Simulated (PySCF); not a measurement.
Working out the ionisation energy of O⁺

O⁺ [He] 2s2 2p3 (4S) → O²⁺ [He] 2s2 2p2 (3P). Computed with PySCF 2.14 in def2-TZVP, with the non-relativistic Hamiltonian (point nucleus). Frozen: 1s2. Energies in hartree (1 hartree = 27.21139 eV):

| part | O⁺ (lower) | O²⁺ (upper) |
| --- | --- | --- |
| UHF | -74.374001 | -73.103117 |
| CCSD correlation | -0.111343 | -0.095210 |
| (T) | -0.001550 | -0.001286 |

What does Hartree-Fock give?

(-73.103117) − (-74.374001) = 1.270884 hartree = 34.583 eV.

What do CCSD and CCSD(T) give?

The CCSD correlation energies differ by 0.016133 hartree = 0.439 eV and the triples by 0.000264 hartree = 0.007 eV, so CCSD gives 35.022 eV and CCSD(T) 35.029 eV.

Reference: 35.121 eV (measured; NIST Atomic Spectra Database, ionization energies), between the lowest levels; spin-orbit coupling is absent from the calculation.

What remains against the reference includes basis incompleteness, the frozen core and higher excitations.
